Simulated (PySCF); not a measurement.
LDA on Si (silicon, neutral), [Ne] 3s2 3p1 3d1, one real determinant (an excited configuration). Computed with PySCF 2.14 in aug-cc-pCVTZ-DK (8s7p5d3f, 75 functions), with scalar relativity by spin-free X2C-1e.

```
cycle= 1 E= -288.586771236876  delta_E= -0.0176  |g|= 0.048  |ddm|= 0.36
cycle= 2 E= -288.587049008774  delta_E= -0.000278  |g|= 0.0224  |ddm|= 0.123
cycle= 3 E= -288.587101051375  delta_E= -5.2e-05  |g|= 0.000562  |ddm|= 0.0235
cycle= 4 E= -288.587101213271  delta_E= -1.62e-07  |g|= 0.000283  |ddm|= 0.00276
cycle= 5 E= -288.587101261016  delta_E= -4.77e-08  |g|= 1.17e-05  |ddm|= 0.000975
cycle= 6 E= -288.587101261038  delta_E= -2.23e-11  |g|= 3.52e-07  |ddm|= 1.99e-05
converged SCF energy = -288.587101261038  <S^2> = 2.0008887  2S+1 = 3.0005924
```

Highest occupied orbital energy: 0.055 eV; ⟨L²⟩ = 8.00; populations by l: s 6.00, p 7.00, d 1.00, f 0.00.

**Question.** Can this result be used?

**Answer.** Not for this state. Self-consistency was reached. ⟨L²⟩ = 8.00 against 12 for a pure F term, so this real determinant mixes terms. The outer electron is Rydberg-like, and this basis confines it to a smaller radius and binds it less than a complete one would. At LDA the highest occupied level has a positive energy, so only the finite basis holds that electron; for this excited configuration the basis is too tight for the outer shell.
